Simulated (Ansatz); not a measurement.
Consider the substitution at a C–C bond: `CC1([SiH3])C[SiH2]1` + H–F → `FC1([SiH3])C[SiH2]1` + CH₄.

Isolated molecules relaxed with PBE0-D4/def2-TZVP in Ansatz; ΔE leaves out vibrations. CCSD(T)/CBS is the MP2 limit (def2-TZVPP, def2-QZVPP) plus CCSD(T) − MP2 in def2-TZVPP, frozen cores. This one scheme is used for every species. DFT in def2-TZVPP. B3LYP here is the variant with VWN-RPA as its local correlation; programs differ in this.

```csv
level,ΔE (kcal/mol),difference from CCSD(T)/CBS
PBE-D4,12.6,-4.5
B3LYP-D4,12.0,-5.1
ωB97X-V,12.7,-4.4
r2SCAN,11.6,-5.5
HF/def2-TZVPP,10.9,-6.2
CCSD/def2-TZVPP,16.1,-1.0
CCSD(T)/def2-TZVPP,16.6,-0.5
HF/def2-QZVPP,11.0,-6.1
MP2/def2-QZVPP,20.7,3.6
CCSD/CBS(def2),16.7,-0.4
CCSD(T)/CBS,17.1,0
```

Largest T1 diagnostic among the species: 0.013.

The D4 term adds +2.8 kcal/mol with B3LYP and +1.6 kcal/mol with PBE0; it sums over pairs of atoms, weighted by their polarisabilities, and B3LYP, whose exchange is more repulsive, gets the larger term. From PBE to PBE0 (25 % exact exchange), in def2-TZVPP and without D4, ΔE moves by +2.5 kcal/mol.
